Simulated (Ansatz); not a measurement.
Ansatz (a quantum-chemistry and plane-wave program) input (B3LYP-D3(BJ)/def2-TZVP):

Ansatz 0.2 input:
```yaml
crystal:
  periodic: [false, false, false]
  atoms:
    - {symbol: C, position_ang: [-1.38032361, -0.03338201, 0.01608132]}
    - {symbol: C, position_ang: [-0.01161814, -0.63986259, 0.10760043]}
    - {symbol: C, position_ang: [1.10510338, 0.00863191, -0.00252256]}
    - {symbol: C, position_ang: [2.19495850, 0.74111315, -0.12538512]}
    - {symbol: N, position_ang: [3.16789401, 1.38030722, -0.23598670]}
    - {symbol: H, position_ang: [-1.32452180, 1.03995818, -0.14278539]}
    - {symbol: H, position_ang: [-1.92527256, -0.49212547, -0.80830111]}
    - {symbol: H, position_ang: [-1.92904914, -0.23469218, 0.93534054]}
    - {symbol: H, position_ang: [-0.00094711, -1.71449208, 0.27846774]}
basis:
  gaussian:
    orbitals: def2-TZVP
hamiltonian:
  xc: b3lyp
  dispersion: d3bj
magnetization: {spin_polarized: true, initial_magnetization: 1}
relax: {f_tol: 0.002, max_steps: 150}
```

Output:

```
Functional definition: B3LYP
integrals: 0.07 GiB planned
1051 factors; their error is unknown
mean field: 0.95 GiB planned
mean field evaluation 1: about -5694.2634 eV, gradient 4.3e1 eV
mean field evaluation 2: about -5691.5156 eV, gradient 4.9e1 eV
mean field evaluation 4: about -5702.3998 eV, gradient 4.1e0 eV
mean field evaluation 8: about -5702.4847 eV, gradient 2.4e-1 eV
mean field evaluation 16: about -5702.4840 eV, gradient 2.6e-3 eV
mean field -5702.48397318 eV, -209.5624207320 hartree, gradient 3.3e-5 eV, S^2 0.773281; 0 other end points of the search recorded, 0 dependent functions left out
the calculation of the forces begins
reference -5702.48422410 eV, -209.5624299531 hartree; 18, 17 occupied and 161, 162 virtual orbitals, 1051 factors
relax step   1: F+E_penalty+E_count = -5702.76111843 eV  Δ(F+E_penalty+E_count) = +0.000e0 eV  max|allowed force component| = 6.125e-1 eV/Å  Δτ_max = 0.0000 Å  (40 SCF iters, accepted)
these checks for a lower state are left out or cut short: starts, cluster_reference, orbital_swaps, neighbouring_geometries, increment
integrals: 0.07 GiB planned
1051 factors; their error is unknown
mean field: 0.95 GiB planned
mean field -5702.49347525 eV, -209.5627699265 hartree, gradient 2.6e-5 eV, S^2 0.774239; 0 other end points of the search recorded, 0 dependent functions left out
the calculation of the forces begins
reference -5702.49372666 eV, -209.5627791656 hartree; 18, 17 occupied and 161, 162 virtual orbitals, 1051 factors
relax step   2: F+E_penalty+E_count = -5702.76961546 eV  Δ(F+E_penalty+E_count) = -8.497e-3 eV  max|allowed force component| = 1.595e-1 eV/Å  Δτ_max = 0.0158 Å  (44 SCF iters, accepted)
these checks for a lower state are left out or cut short: starts, cluster_reference, orbital_swaps, neighbouring_geometries, increment
integrals: 0.07 GiB planned
1051 factors; their error is unknown
mean field: 0.95 GiB planned
mean field evaluation 32: about -5702.4942 eV, gradient 5.3e-1 eV
mean field -5702.49442463 eV, -209.5628048155 hartree, gradient 2.1e-5 eV, S^2 0.774374; 0 other end points of the search recorded, 0 dependent functions left out
the calculation of the forces begins
reference -5702.49467614 eV, -209.5628140585 hartree; 18, 17 occupied and 161, 162 virtual orbitals, 1051 factors
relax step   3: F+E_penalty+E_count = -5702.77030297 eV  Δ(F+E_penalty+E_count) = -6.875e-4 eV  max|allowed force component| = 5.889e-2 eV/Å  Δτ_max = 0.0083 Å  (44 SCF iters, accepted)
these checks for a lower state are left out or cut short: starts, cluster_reference, orbital_swaps, neighbouring_geometries, increment
integrals: 0.07 GiB planned
1051 factors; their error is unknown
mean field: 0.95 GiB planned
mean field -5702.49442851 eV, -209.5628049580 hartree, gradient 2.6e-5 eV, S^2 0.774373; 0 other end points of the search recorded, 0 dependent functions left out
the calculation of the forces begins
reference -5702.49468002 eV, -209.5628142009 hartree; 18, 17 occupied and 161, 162 virtual orbitals, 1051 factors
relax step   4: F+E_penalty+E_count = -5702.77030580 eV  Δ(F+E_penalty+E_count) = -2.824e-6 eV  max|allowed force component| = 6.044e-2 eV/Å  Δτ_max = 0.0008 Å  (43 SCF iters, accepted)
these checks for a lower state are left out or cut short: starts, cluster_reference, orbital_swaps, neighbouring_geometries, increment
integrals: 0.07 GiB planned
1051 factors; their error is unknown
mean field: 0.95 GiB planned
mean field -5702.49447786 eV, -209.5628067719 hartree, gradient 2.6e-5 eV, S^2 0.774384; 0 other end points of the search recorded, 0 dependent functions left out
the calculation of the forces begins
reference -5702.49472939 eV, -209.5628160152 hartree; 18, 17 occupied and 161, 162 virtual orbitals, 1051 factors
relax step   5: F+E_penalty+E_count = -5702.77028851 eV  Δ(F+E_penalty+E_count) = +1.728e-5 eV  max|allowed force component| = 5.625e-2 eV/Å  Δτ_max = 0.0081 Å  (42 SCF iters, rejected (line search))
these checks for a lower state are left out or cut short: starts, cluster_reference, orbital_swaps, neighbouring_geometries, increment
integrals: 0.07 GiB planned
1051 factors; their error is unknown
mean field: 0.95 GiB planned
[...]
mean field -5702.49468626 eV, -209.5628144302 hartree, gradient 1.7e-5 eV, S^2 0.774333; 0 other end points of the search recorded, 0 dependent functions left out
the calculation of the forces begins
reference -5702.49493796 eV, -209.5628236802 hartree; 18, 17 occupied and 161, 162 virtual orbitals, 1051 factors
relax step  10: F+E_penalty+E_count = -5702.77184999 eV  Δ(F+E_penalty+E_count) = -5.260e-4 eV  max|allowed force component| = 1.175e-1 eV/Å  Δτ_max = 0.0213 Å  (41 SCF iters, accepted)
these checks for a lower state are left out or cut short: starts, cluster_reference, orbital_swaps, neighbouring_geometries, increment
integrals: 0.07 GiB planned
1051 factors; their error is unknown
mean field: 0.96 GiB planned
mean field -5702.49454504 eV, -209.5628092404 hartree, gradient 2.5e-5 eV, S^2 0.774373; 0 other end points of the search recorded, 0 dependent functions left out
the calculation of the forces begins
reference -5702.49479669 eV, -209.5628184884 hartree; 18, 17 occupied and 161, 162 virtual orbitals, 1051 factors
relax step  11: F+E_penalty+E_count = -5702.77274214 eV  Δ(F+E_penalty+E_count) = -8.922e-4 eV  max|allowed force component| = 2.567e-1 eV/Å  Δτ_max = 0.0773 Å  (41 SCF iters, accepted)
these checks for a lower state are left out or cut short: starts, cluster_reference, orbital_swaps, neighbouring_geometries, increment
integrals: 0.07 GiB planned
1051 factors; their error is unknown
mean field: 0.96 GiB planned
mean field evaluation 96: about -5702.4955 eV, gradient 1.1e-3 eV
mean field -5702.49544686 eV, -209.5628423818 hartree, gradient 1.7e-5 eV, S^2 0.774250; 0 other end points of the search recorded, 0 dependent functions left out
the calculation of the forces begins
reference -5702.49569836 eV, -209.5628516245 hartree; 18, 17 occupied and 161, 162 virtual orbitals, 1051 factors
relax step  12: F+E_penalty+E_count = -5702.77380936 eV  Δ(F+E_penalty+E_count) = -1.067e-3 eV  max|allowed force component| = 1.307e-1 eV/Å  Δτ_max = 0.0052 Å  (44 SCF iters, accepted)
these checks for a lower state are left out or cut short: starts, cluster_reference, orbital_swaps, neighbouring_geometries, increment
integrals: 0.07 GiB planned
1051 factors; their error is unknown
mean field: 0.96 GiB planned
mean field -5702.49546719 eV, -209.5628431291 hartree, gradient 2.7e-5 eV, S^2 0.774073; 0 other end points of the search recorded, 0 dependent functions left out
the calculation of the forces begins
reference -5702.49571829 eV, -209.5628523568 hartree; 18, 17 occupied and 161, 162 virtual orbitals, 1051 factors
relax step  13: F+E_penalty+E_count = -5702.77454570 eV  Δ(F+E_penalty+E_count) = -7.363e-4 eV  max|allowed force component| = 5.714e-2 eV/Å  Δτ_max = 0.0298 Å  (41 SCF iters, accepted)
these checks for a lower state are left out or cut short: starts, cluster_reference, orbital_swaps, neighbouring_geometries, increment
integrals: 0.07 GiB planned
1051 factors; their error is unknown
mean field: 0.96 GiB planned
mean field -5702.49529704 eV, -209.5628368759 hartree, gradient 1.6e-5 eV, S^2 0.774000; 0 other end points of the search recorded, 0 dependent functions left out
the calculation of the forces begins
reference -5702.49554777 eV, -209.5628460903 hartree; 18, 17 occupied and 161, 162 virtual orbitals, 1051 factors
relax step  14: F+E_penalty+E_count = -5702.77518759 eV  Δ(F+E_penalty+E_count) = -6.419e-4 eV  max|allowed force component| = 4.554e-2 eV/Å  Δτ_max = 0.0380 Å  (41 SCF iters, accepted)
these checks for a lower state are left out or cut short: starts, cluster_reference, orbital_swaps, neighbouring_geometries, increment
integrals: 0.07 GiB planned
1051 factors; their error is unknown
mean field: 0.96 GiB planned
mean field -5702.49531883 eV, -209.5628376770 hartree, gradient 2.4e-5 eV, S^2 0.773988; 0 other end points of the search recorded, 0 dependent functions left out
the calculation of the forces begins
reference -5702.49556951 eV, -209.5628468893 hartree; 18, 17 occupied and 161, 162 virtual orbitals, 1051 factors
relax step  15: F+E_penalty+E_count = -5702.77536081 eV  Δ(F+E_penalty+E_count) = -1.732e-4 eV  max|allowed force component| = 3.602e-2 eV/Å  Δτ_max = 0.0103 Å  (42 SCF iters, accepted)
these checks for a lower state are left out or cut short: starts, cluster_reference, orbital_swaps, neighbouring_geometries, increment
integrals: 0.07 GiB planned
1051 factors; their error is unknown
mean field: 0.96 GiB planned
mean field evaluation 128: about -5702.4954 eV, gradient 2.3e-5 eV
mean field -5702.49535126 eV, -209.5628388685 hartree, gradient 2.3e-5 eV, S^2 0.773867; 0 other end points of the search recorded, 0 dependent functions left out
the calculation of the forces begins
reference -5702.49560192 eV, -209.5628480802 hartree; 18, 17 occupied and 161, 162 virtual orbitals, 1051 factors
relax step  16: F+E_penalty+E_count = -5702.77545811 eV  Δ(F+E_penalty+E_count) = -9.731e-5 eV  max|allowed force component| = 2.838e-2 eV/Å  Δτ_max = 0.0105 Å  (42 SCF iters, accepted)
these checks for a lower state are left out or cut short: starts, cluster_reference, orbital_swaps, neighbouring_geometries, increment
integrals: 0.07 GiB planned
1051 factors; their error is unknown
mean field: 0.96 GiB planned
mean field -5702.49524465 eV, -209.5628349509 hartree, gradient 2.5e-5 eV, S^2 0.773864; 0 other end points of the search recorded, 0 dependent functions left out
the calculation of the forces begins
reference -5702.49549527 eV, -209.5628441609 hartree; 18, 17 occupied and 161, 162 virtual orbitals, 1051 factors
relax step  17: F+E_penalty+E_count = -5702.77547088 eV  Δ(F+E_penalty+E_count) = -1.277e-5 eV  max|allowed force component| = 1.569e-2 eV/Å  Δτ_max = 0.0054 Å  (42 SCF iters, accepted)
these checks for a lower state are left out or cut short: starts, cluster_reference, orbital_swaps, neighbouring_geometries, increment
integrals: 0.07 GiB planned
1051 factors; their error is unknown
mean field: 0.96 GiB planned
mean field -5702.49524351 eV, -209.5628349091 hartree, gradient 2.6e-5 eV, S^2 0.773878; 0 other end points of the search recorded, 0 dependent functions left out
the calculation of the forces begins
reference -5702.49549413 eV, -209.5628441190 hartree; 18, 17 occupied and 161, 162 virtual orbitals, 1051 factors
relax step  18: F+E_penalty+E_count = -5702.77547662 eV  Δ(F+E_penalty+E_count) = -5.745e-6 eV  max|allowed force component| = 5.430e-3 eV/Å  Δτ_max = 0.0022 Å  (43 SCF iters, accepted)
these checks for a lower state are left out or cut short: starts, cluster_reference, orbital_swaps, neighbouring_geometries, increment
integrals: 0.07 GiB planned
1051 factors; their error is unknown
mean field: 0.96 GiB planned
mean field -5702.49527729 eV, -209.5628361502 hartree, gradient 2.6e-5 eV, S^2 0.773900; 0 other end points of the search recorded, 0 dependent functions left out
the calculation of the forces begins
reference -5702.49552791 eV, -209.5628453604 hartree; 18, 17 occupied and 161, 162 virtual orbitals, 1051 factors
relax step  19: F+E_penalty+E_count = -5702.77548093 eV  Δ(F+E_penalty+E_count) = -4.313e-6 eV  max|allowed force component| = 3.345e-3 eV/Å  Δτ_max = 0.0039 Å  (43 SCF iters, accepted)
these checks for a lower state are left out or cut short: starts, cluster_reference, orbital_swaps, neighbouring_geometries, increment
integrals: 0.07 GiB planned
1051 factors; their error is unknown
mean field: 0.96 GiB planned
mean field -5702.49531310 eV, -209.5628374661 hartree, gradient 2.6e-5 eV, S^2 0.773906; 0 other end points of the search recorded, 0 dependent functions left out
the calculation of the forces begins
reference -5702.49556373 eV, -209.5628466769 hartree; 18, 17 occupied and 161, 162 virtual orbitals, 1051 factors
relax step  20: F+E_penalty+E_count = -5702.77548104 eV  Δ(F+E_penalty+E_count) = -1.049e-7 eV  max|allowed force component| = 4.355e-3 eV/Å  Δτ_max = 0.0014 Å  (43 SCF iters, accepted)
these checks for a lower state are left out or cut short: starts, cluster_reference, orbital_swaps, neighbouring_geometries, increment
integrals: 0.07 GiB planned
1051 factors; their error is unknown
mean field: 0.96 GiB planned
mean field evaluation 160: about -5702.4950 eV, gradient 3.3e-1 eV
mean field -5702.49531575 eV, -209.5628375638 hartree, gradient 2.6e-5 eV, S^2 0.773901; 0 other end points of the search recorded, 0 dependent functions left out
the calculation of the forces begins
reference -5702.49556639 eV, -209.5628467745 hartree; 18, 17 occupied and 161, 162 virtual orbitals, 1051 factors
relax step  21: F+E_penalty+E_count = -5702.77548223 eV  Δ(F+E_penalty+E_count) = -1.186e-6 eV  max|allowed force component| = 8.944e-4 eV/Å  Δτ_max = 0.0003 Å  (43 SCF iters, accepted)
integrals: 0.07 GiB planned
1051 factors; their error is unknown
mean field: 0.96 GiB planned
mean field evaluation 192: about -5702.4953 eV, gradient 1.8e-4 eV
mean field -5702.49531575 eV, -209.5628375638 hartree, gradient 2.6e-5 eV, S^2 0.773901; 1 other end points of the search recorded, 0 dependent functions left out
the calculation of the forces begins
reference -5702.49556639 eV, -209.5628467745 hartree; 18, 17 occupied and 161, 162 virtual orbitals, 1051 factors
Total energy: -5702.77573286 eV, -209.5731427025 hartree
Atom 0 at    -1.316313    -0.004654     0.012032 Å, force     0.000219    -0.000102    -0.000079 eV/Å
Atom 1 at    -0.006171    -0.736690     0.117027 Å, force    -0.000894    -0.000270     0.000061 eV/Å
Atom 2 at     1.173082    -0.185717     0.024967 Å, force     0.000480     0.000421     0.000009 eV/Å
Atom 3 at     2.105816     0.761170    -0.126643 Å, force     0.000083    -0.000138    -0.000064 eV/Å
Atom 4 at     2.979483     1.533366    -0.250992 Å, force    -0.000024     0.000071     0.000038 eV/Å
Atom 5 at    -1.168807     1.060566    -0.152880 Å, force     0.000028    -0.000013    -0.000006 eV/Å
Atom 6 at    -1.906476    -0.414316    -0.811647 Å, force    -0.000049     0.000056     0.000101 eV/Å
Atom 7 at    -1.896264    -0.146498     0.927506 Å, force     0.000061    -0.000002    -0.000061 eV/Å
Atom 8 at    -0.068126    -1.811771     0.283140 Å, force     0.000095    -0.000023    -0.000000 eV/Å
Dipole moment:    -0.823432    -0.477279     0.078544 e Å
```

It need not be the lowest isomer of its formula.
